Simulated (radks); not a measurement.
Values are calculated unless marked as measured or tabulated.
Q: All-electron atom: Cr in [Ar] 3d3 4s1 4p2 (not the ground configuration). Level of theory: Dirac Kohn-Sham, PBE, spin-unpolarised, spherical densities, finite nucleus; open shells are shared between the two j in proportion to 2j + 1; Fermi nuclear charge, rms radius 3.6452 fm (a radial shooting solver on a logarithmic mesh with Libxc functionals). Some entries of the table are withheld. Estimate them.

orbital,occ.,eigenvalue (eV),<1/r> (bohr^-1)
1s1/2,2,-5892.218,23.88
2s1/2,2,-680.7507,(1)
2p1/2,2,-579.9550,5.006
2p3/2,4,-571.3164,4.930
3s1/2,2,-86.2531,1.590
3p1/2,2,(2),(3)
3p3/2,4,(4),(5)
3d3/2,1.2,-13.1803,(6)
3d5/2,1.8,-13.0758,(7)
4s1/2,1,-7.5890,0.4542
4p1/2,0.666667,-3.2059,0.3485
4p3/2,1.33333,-3.1452,0.3451

A: 
(1) 2s1/2 <1/r> (bohr^-1): 5.067
(2) 3p1/2 eigenvalue (eV): -58.0466
(3) 3p1/2 <1/r> (bohr^-1): 1.469
(4) 3p3/2 eigenvalue (eV): -56.9822
(5) 3p3/2 <1/r> (bohr^-1): 1.452
(6) 3d3/2 <1/r> (bohr^-1): 1.133
(7) 3d5/2 <1/r> (bohr^-1): 1.129
